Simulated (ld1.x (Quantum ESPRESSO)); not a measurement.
## Cutoff test, lanthanum (La), RRKJ

ld1.x (Quantum ESPRESSO) 7.5 input, shortened:

```
&input
   title='La', zed=57., rel=0, dft='PBE', iswitch=3,
   config='[Xe] 4f0 5d1 6s2 6p0'
 /
 &inputp
   pseudotype=2, tm=.false., rho0=0.005, lloc=3,
   nlcc=.true.
 /
4
5S  1  0   2.00   0.00  1.52  1.52  0.0
5P  2  1   6.00   0.00  2.84  2.84  0.0
5D  3  2   1.00   0.00  3.64  3.64  0.0
4F  4  3   0.00   0.00  0.90  0.90  0.0
 &test
   configts(1)='4f0 5s2 5p6 5d1 6s2 6p0'
 /
```

Occupied shells without a wave of their own: 6s. They enter only through the test configuration that unscreens the potential, and ld1.x also counts them in the model core charge.

The pseudo-atom Hamiltonian at the reference potential is diagonalised in spherical Bessel functions j_l(qr) that vanish at 20 bohr, with q² up to the cutoff. All-electron valence levels (Ry): 5s -2.6427, 6s -0.2554, 5p -1.6438, 6p -0.1058, 5d -0.2741, 4f -0.5746.

Question: How do the lowest levels (Ry) of each channel move with the cutoff, and are there ghosts?

Answer:

```json
{"cutoff (Ry)": "8", "s #1": "-9.4020", "s #2": "-2.0123", "s #3": "-0.1734", "s #4": "0.0197", "p #1": "-1.6367", "p #2": "-0.1069", "p #3": "0.0412", "d #1": "-0.2659", "d #2": "0.0336", "f #1": "0.0854", "f #2": "0.1876", "Σ f·Δε (mRy)": "1478.9"}
{"cutoff (Ry)": "12", "s #1": "-17.3532", "s #2": "-2.5082", "s #3": "-0.2307", "s #4": "0.0067", "p #1": "-1.6436", "p #2": "-0.1109", "p #3": "0.0397", "d #1": "-0.2740", "d #2": "0.0330", "f #1": "0.0854", "f #2": "0.1870", "Σ f·Δε (mRy)": "323.2"}
{"cutoff (Ry)": "21", "s #1": "-36.7485", "s #2": "-2.6342", "s #3": "-0.2619", "s #4": "0.0002", "p #1": "-1.6438", "p #2": "-0.2879", "p #3": "-0.0565", "d #1": "-0.2741", "d #2": "0.0330", "f #1": "0.0853", "f #2": "0.1862", "Σ f·Δε (mRy)": "26.9"}
{"cutoff (Ry)": "30", "s #1": "-49.9549", "s #2": "-2.6353", "s #3": "-0.2641", "s #4": "-0.0003", "p #1": "-6.3745", "p #2": "-1.6438", "p #3": "-0.1060", "d #1": "-0.2741", "d #2": "0.0330", "f #1": "0.0852", "f #2": "0.1856", "Σ f·Δε (mRy)": "29.2"}
{"cutoff (Ry)": "45", "s #1": "-65.2162", "s #2": "-2.6409", "s #3": "-0.2650", "s #4": "-0.0006", "p #1": "-16.4928", "p #2": "-1.6438", "p #3": "-0.1080", "d #1": "-0.2741", "d #2": "0.0328", "f #1": "0.0851", "f #2": "0.1845", "Σ f·Δε (mRy)": "19.6"}
{"cutoff (Ry)": "55", "s #1": "-71.2347", "s #2": "-2.6423", "s #3": "-0.2671", "s #4": "-0.0012", "p #1": "-21.3830", "p #2": "-1.6438", "p #3": "-0.1085", "d #1": "-2.4402", "d #2": "-0.2741", "f #1": "0.0851", "f #2": "0.1837", "Σ f·Δε (mRy)": "21.2"}
{"cutoff (Ry)": "70", "s #1": "-75.8820", "s #2": "-2.6427", "s #3": "-0.2976", "s #4": "-0.0130", "p #1": "-27.7952", "p #2": "-1.6438", "p #3": "-0.1091", "d #1": "-6.2958", "d #2": "-0.2741", "f #1": "0.0849", "f #2": "0.1817", "Σ f·Δε (mRy)": "81.4"}
{"cutoff (Ry)": "100", "s #1": "-79.6839", "s #2": "-5.4671", "s #3": "-2.6427", "s #4": "-0.2531", "p #1": "-35.8677", "p #2": "-1.6438", "p #3": "-0.1100", "d #1": "-12.0152", "d #2": "-0.2741", "f #1": "0.0836", "f #2": "0.1553", "Σ f·Δε (mRy)": "7.9"}
{"cutoff (Ry)": "120", "s #1": "-80.6027", "s #2": "-8.7402", "s #3": "-2.6427", "s #4": "-0.2552", "p #1": "-38.4312", "p #2": "-1.6438", "p #3": "-0.1106", "d #1": "-14.5752", "d #2": "-0.2741", "f #1": "0.0348", "f #2": "0.0891", "Σ f·Δε (mRy)": "3.7"}
{"cutoff (Ry)": "180", "s #1": "-81.1883", "s #2": "-13.5921", "s #3": "-2.6428", "s #4": "-0.2567", "p #1": "-41.1418", "p #2": "-1.6438", "p #3": "-0.1121", "d #1": "-18.0433", "d #2": "-0.2741", "f #1": "-0.3780", "f #2": "0.0859", "Σ f·Δε (mRy)": "0.6"}
{"cutoff (Ry)": "230", "s #1": "-81.1996", "s #2": "-14.4740", "s #3": "-2.6428", "s #4": "-0.2570", "p #1": "-41.5127", "p #2": "-1.6438", "p #3": "-0.1129", "d #1": "-18.6359", "d #2": "-0.2741", "f #1": "-0.5383", "f #2": "0.0858", "Σ f·Δε (mRy)": "0.1"}
{"cutoff (Ry)": "400", "s #1": "-81.2097", "s #2": "-14.6351", "s #3": "-2.6428", "s #4": "-0.2570", "p #1": "-41.5427", "p #2": "-1.6438", "p #3": "-0.1131", "d #1": "-18.7494", "d #2": "-0.2741", "f #1": "-0.5746", "f #2": "0.0858", "Σ f·Δε (mRy)": "0.0"}
```

Result: ghost states, extra bound levels that the all-electron valence spectrum of the same l lacks: s at -1104.9 eV, p at -565.2 eV, d at -255.1 eV, s at -199.1 eV (a true bound ghost makes a file unfit for plane-wave use); 10 mRy is reached at 100 Ry and 1 mRy at 180 Ry.

The cutoffs count occupied waves only; the empty 4f level needs 300 Ry at the loose tolerance. Note: ghost states, extra bound levels that the all-electron valence spectrum of the same l lacks: s at -1104.9 eV, p at -565.2 eV, d at -255.1 eV, s at -199.1 eV. A true bound ghost makes a file unfit for plane-wave use. ld1.x takes every shell without a wave as core, so the model core holds the 6s electrons as well and exchange and correlation see them twice. This cancels in the reference configuration, but the file is broken for other ones, and its errors say nothing about a proper core correction. 3 of 7 tests not solved or not reliable.
